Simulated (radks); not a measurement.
Removal energies from the sulfur ion S12+, [He] 2s2, by Delta-SCF beside the eigenvalue of the level emptied. All-electron calculation, scalar-relativistic Kohn-Sham, BLYP, spin-polarised, spherical densities, finite nucleus; Fermi nuclear charge, rms radius of each element as measured or else 0.836 A^(1/3) + 0.57 fm. Program: a radial shooting solver on a logarithmic mesh with Libxc functionals. Open shells are filled with parallel spins first.

removed from  final configuration  Delta-SCF (eV)  -eigenvalue (eV)
2s                       [He] 2s1          649.19            626.80
1s                        1s1 2s2          3061.8            2966.6
